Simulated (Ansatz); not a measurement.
Consider the isomerisation: `[CH3][Ga]([CH3])[F]` → `[CH3][GaH][CH2]F`.

Computed with Ansatz on PBE0-D4/def2-TZVP structures; ΔE is electronic, products minus reactants. CCSD(T)/CBS is the MP2 limit (def2-TZVPP, def2-QZVPP) plus CCSD(T) − MP2 in def2-TZVPP, frozen cores. DFT in def2-TZVPP. B3LYP here is the variant with VWN-RPA as its local correlation; programs differ in this. For Ga outer-core shells are correlated without core-valence functions, which leaves a few kJ/mol of doubt a bond. Scalar relativity is left out up to krypton. One conformer a species, not always the lowest.

```csv
level,ΔE (kJ/mol),difference from CCSD(T)/CBS
PBE-D4,215.7,-12.8
r2SCAN-D4,225.6,-2.9
B3LYP-D4,219.6,-8.9
ωB97M-V,220.7,-7.8
r2SCAN,225.7,-2.8
PBE0,219.1,-9.4
B3LYP,220.2,-8.3
HF/def2-TZVPP,222.4,-6.1
MP2/def2-TZVPP,239.9,11.4
CCSD/def2-TZVPP,226.9,-1.6
CCSD(T)/def2-TZVPP,227.6,-0.9
MP2/def2-QZVPP,240.7,12.2
SCS-MP2/def2-QZVPP,234.3,5.8
HF/CBS(def2),223.4,-5.1
MP2/CBS(def2),240.7,12.2
CCSD/CBS(def2),227.7,-0.8
CCSD(T)/CBS,228.5,0
```

Largest T1 diagnostic among the species: 0.012.

In def2-TZVPP, CCSD(T) changes the Hartree–Fock value by +5.3 kJ/mol (the triples alone add +0.8 kJ/mol) and MP2 by +17.5 kJ/mol.
